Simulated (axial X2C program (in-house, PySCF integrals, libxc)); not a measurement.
**What spin–orbit coupling does to BBr⁻**

Calculated with an in-house relativistic program for diatomic molecules. Spin-free means the one-electron spin-free X2C Hamiltonian; two-component (2c) means X2C with spin–orbit coupling and atomic mean-field two-electron Coulomb and Gaunt terms, so the difference of the two also holds small scalar two-electron terms. Basis: Br dyall-acv3z [9s10p7d5f1g], B dyall-av3z [8s7p3d2f] (cores contracted in-house); Gaussian nuclei, density fitting, unrestricted open shells. Masses: Br 78.918 u, B 11.009 u.

Spin-free state: M_S = 1/2, Λ = 1 (beyond evenly filled blocks: π+α); fragments Br- + B.

| level | Re (Å) | ωe (cm⁻¹) | De (eV) | μ (D) |
| --- | --- | --- | --- | --- |
| PBE0 | 2.080 | 414.6 | 1.451 | -6.47 |
| HF | 2.234 | 270.5 | 0.532 | -4.93 |
| MP2 | 2.080 | 410.1 | 1.248 | n/a |
| CCSD | 2.119 | 373.1 | 1.122 | n/a |
| CCSD(T) | 2.111 | 383.1 | 1.216 | n/a |
| TPSS | 2.086 | 397.2 | 1.336 | -6.97 |

Correlated methods: 11 electrons correlated (number of frozen shells: Br 3 s, 2 p, 1 d; B 1 s), 253 virtual spin orbitals or spinors in MP2, 90 natural virtuals in coupled cluster.

Dipoles are positive if B is the positive end and refer to the centre of mass.

**Question.** Within this multiplet, which Ω should lie lowest by the rule for regular and inverted multiplets?

**Answer.** The open π shell holds one electron, so the multiplet is regular: Ω = Λ − 1/2 = 1/2. The PBE0 2c search agrees, though Ω = 3/2 of the search lies only 0.03 eV higher.

Two-component determinant lowest at the distance of the search:

Ω = 1/2 (⟨Sz⟩ = -0.50, ⟨Lz⟩ = 1.00 at HF); fragments Br- + B.

```
  level  Re (Å)  ωe (cm⁻¹)  De (eV)  μ (D)
   PBE0   2.078      416.7    1.465  -6.49
     HF   2.231      273.3    0.541  -4.97
    MP2   2.078      412.4    1.261    n/a
   CCSD   2.117      375.3    1.133    n/a
CCSD(T)   2.110      385.2    1.228    n/a
   TPSS   2.085      399.5    1.351  -6.98
```

**Question.** From the two tables, how do the constants change at the CCSD(T) level (2c against spin-free)?

**Answer.** At the CCSD(T) level Re decreases by 0.001 Å and ωe increases by 2.1 cm⁻¹; De changes by 0.012 eV.

The state is a single determinant with fixed occupations, the lowest that a limited PBE0 search found. De is counted from the lowest determinant-based energies of the atoms at the same level, without counterpoise correction. Density functionals use the spin component along the axis (collinear). CCSD and (T) use frozen natural virtuals with an MP2 correction for the truncation; (T) itself is uncorrected, so its De runs slightly low. A 2c atom that is not at its ground J level misses part of its spin–orbit lowering, and De is too large by that part (0.04 eV or less for light atoms). This holds for PBE0, TPSS. The functionals have no current-density term, which raises determinants with orbital currents, atoms included. The highest occupied level of some functionals is positive through self-interaction error; at Hartree–Fock it is bound. Hartree–Fock gets electron affinities wrong, so its lowest charge split need not be the true one.
